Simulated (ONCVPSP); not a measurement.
# P (Z = 15), ONCV: configuration errors across variants

P, optimised norm-conserving Vanderbilt (ONCV), made with ONCVPSP 4.0.1 (PBE, scalar-relativistic). Core [Ne], reference 3s1.5 3p3.5. Waves: 3s: rc 1.35 bohr, ncon 4, nbas 8, qcut 5.2 1/bohr, 2 projectors, debl 3.9 Ha; 3p: rc 1.80 bohr, ncon 3, nbas 6, qcut 4.2 1/bohr, 3 projectors, debl 2.7 Ha. Local part: polynomial inside 1.00 bohr (lpopt 5, dvloc0 6 Ha). Core correction: Teter function, fcfact 5.5, rcfact 1.3.

All-electron excitation energies from the reference (eV): (1) 3s2 3p3 -4.249; (2) 3s2 3p2 5.480; (3) 3s2 3p1 24.627; (4) 3s1 3p3 14.600.

A true bound ghost makes a file unfit for plane-wave use even where its test errors are small: the radial tests pick states by their node count and pass the ghost by.

Errors AE − PS in meV (a dash: test not solved or not reliable):

```csv
change,(1),(2),(3),(4),bound ghosts,GHOST(+) flags above zero
base,+0.4,+1.2,+9.3,+1.3,none,s
"core correction Teter function, fcfact 5.5, rcfact 1.44",0.0,+2.6,+14,+0.5,none,s
p: debl 0.35,+0.4,+1.3,+9.4,+1.3,p,s
p: rc 2.7,+1.0,-1.3,-8.0,+2.0,none,s
p: nproj 2,+0.4,+1.3,+9.5,+1.4,none,s
s: rc 1.66,+0.5,+1.3,+9.0,+1.4,none,none
"s: ncon 5, nbas 9",+0.2,+1.1,+8.6,+0.6,s,none
s: nproj 0; local potential the s channel,+0.5,+1.4,+12,+1.7,none,none
s: qcut 5.7,+0.4,+1.2,+9.3,+1.3,none,s
```

(1) Give the same row for: core correction Teter function, fcfact 7.9, rcfact 1.3.

Answers

(1) +0.3, +1.9, +14, +1.8; bound ghosts: none; GHOST(+) flags above zero: s.
